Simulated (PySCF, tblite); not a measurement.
Isomers of C5H7Cl2O (doublet state). All values are computed: GFN2-xTB (tblite) harmonic vibrations without scaling, gas phase. The method is semi-empirical: single wavenumbers can be off by several per cent or more. One conformer each. Open shells enter through the occupations alone, without spin polarisation, and single modes of such species can be off by tens of per cent.

Electronic energies: B3LYP/pcH-1 single points on the GFN2-xTB geometries (PySCF, gas phase).

```csv
SMILES,"electronic energy, lowest = 0 (kJ/mol)"
C=C[CH]C(Cl)(Cl)CO,0.0
[CH2]/C=C/C(Cl)(Cl)CO,0.0
C=[C]CC(Cl)(Cl)CO,115.4
```

Question: How do GFN2-xTB zero-point energies change the relative energies?

Answer: 
```tsv
SMILES	ZPE (kJ/mol)	of it from modes above 1550 cm⁻¹	electronic (kJ/mol)	with ZPE, lowest = 0 (kJ/mol)	lowest mode (cm⁻¹)	rings
C=C[CH]C(Cl)(Cl)CO	276.9	130.3	0.0	0.0	57	0
[CH2]/C=C/C(Cl)(Cl)CO	277.5	130.4	0.0	0.6	49	0
C=[C]CC(Cl)(Cl)CO	272.9	136.6	115.4	111.4	16i	0
```

The zero-point energies span 4.6 kJ/mol, from `C=[C]CC(Cl)(Cl)CO` to `[CH2]/C=C/C(Cl)(Cl)CO`. Slightly imaginary modes are left out of the zero-point energy: `C=[C]CC(Cl)(Cl)CO` 16.1i cm⁻¹. The order is unchanged.

Question: And how do the electronic energies of GFN2-xTB itself compare?

Answer: `C=C[CH]C(Cl)(Cl)CO` 0.0; `[CH2]/C=C/C(Cl)(Cl)CO` 2.1; `C=[C]CC(Cl)(Cl)CO` 110.8 kJ/mol, lowest = 0. Against the energies above, taken from the same isomer `C=C[CH]C(Cl)(Cl)CO`, the largest difference is 4.6 kJ/mol.
